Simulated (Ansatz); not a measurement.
Reaction (substitution at a C–O bond): `[AlH2][CH2]OCS` + `N=CO` → `O/C=N/[CH2][AlH2]` + `OCS`

Calculated with Ansatz (gas phase, PBE0-D4/def2-TZVP geometries, no zero-point term in ΔE). CCSD(T)/CBS adds triple-zeta CCSD(T) − MP2 to the extrapolated MP2 energy (def2 sets, frozen cores). This one scheme is used for every species. Functionals use def2-TZVPP. B3LYP here is the variant with VWN-RPA as its local correlation; programs differ in this. One conformer a species, not always the lowest.

```csv
level,ΔE (eV)
B3LYP,-0.06
CCSD/CBS(def2),-0.08
```

(1) What does CCSD(T)/CBS give? (An estimate is asked.)

Largest T1 diagnostic among the species: 0.014.

Answers

(1) The calculation gave: -0.07 eV. The listed levels differ from it by 0.01, -0.01 eV.
